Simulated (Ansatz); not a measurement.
Basis-set series for C2H9InSi, SMILES `C[CH]([SiH3])[InH2]`. The species carries charge 0 and has multiplicity 1. In: def2 effective core potential. Geometry: relaxed with PBE0-D4/def2-TZVP.

| functional | basis | functions | energy (Eh) | HOMO (eV) | LUMO (eV) |
| --- | --- | --- | --- | --- | --- |
| PBE0-D4 | def2-SVP | 117 | -560.83666 | -7.14 | -1.72 |
| PBE0-D4 | def2-TZVPP | 280 | -561.03445 | -7.14 | -1.76 |
| ωB97M-V | def2-SVP | 117 | -560.90931 | -9.22 | -0.16 |
| ωB97M-V | def2-TZVPP | 280 | -561.11551 | -9.25 | -0.30 |

Task: Give the rows for def2-QZVPP. (Best estimate.)

Result: Computed: 
```json
{"functional": "PBE0-D4", "basis": "def2-QZVPP", "functions": "536", "energy (Eh)": "-561.05084", "HOMO (eV)": "-7.15", "LUMO (eV)": "-1.76"}
{"functional": "ωB97M-V", "basis": "def2-QZVPP", "functions": "536", "energy (Eh)": "-561.13123", "HOMO (eV)": "-9.26", "LUMO (eV)": "-0.33"}
```
